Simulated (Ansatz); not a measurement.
A single point on `[SnH3][C]1=CO1`.

```yaml
crystal:
  periodic: [false, false, false]
  atoms:
    - {symbol: Sn, position_ang: [-0.372550, 1.212864, -0.526741]}
    - {symbol: C, position_ang: [0.391526, -0.726756, -0.272402]}
    - {symbol: C, position_ang: [0.432877, -1.744131, 0.557840]}
    - {symbol: O, position_ang: [1.212991, -1.053745, 1.329159]}
    - {symbol: H, position_ang: [-1.574383, 1.079045, -1.726589]}
    - {symbol: H, position_ang: [-1.006743, 1.739545, 0.963594]}
    - {symbol: H, position_ang: [0.898973, 2.211390, -1.049916]}
    - {symbol: H, position_ang: [0.109509, -2.775411, 0.669155]}
basis:
  gaussian: {orbitals: def2-TZVPP}
hamiltonian: {xc: pbe}
correlation: {method: rpa}
```

```sh
$ ansatz run in.yaml --threads 4 --pin off --events-out ev --progress --plain
```

Output, abridged:

```
Functional definition: PBE
1360 factors; integrals over basis functions are off by at most 1.1e-3 eV
mean field evaluation 1: about -10003.1646 eV, gradient 5.4e1 eV
mean field evaluation 2: about -10003.1544 eV, gradient 5.4e1 eV
mean field evaluation 4: about -10004.9151 eV, gradient 4.5e1 eV
mean field evaluation 8: about -10009.7774 eV, gradient 1.7e0 eV
mean field evaluation 16: about -10009.7819 eV, gradient 1.0e-3 eV
mean field -10009.78185110 eV, -367.8526981542 hartree, gradient 3.5e-6 eV, S^2 0.000000; 0 other end points of the search recorded, 0 dependent functions left out
7 core orbitals not correlated: weight in the atoms' cores, before any rotation towards them, 1.000 or more for the frozen orbitals, at most 0.000 for the correlated occupied ones
reference -9961.77274895 eV, -366.0883961917 hartree; 16, 16 occupied and 176, 176 virtual orbitals, 1360 factors
Total energy: -9999.01148398 eV, -367.4568944627 hartree
```

Run time 4 s (4 threads of a server CPU on a shared host); peak host memory 0.44 GiB.
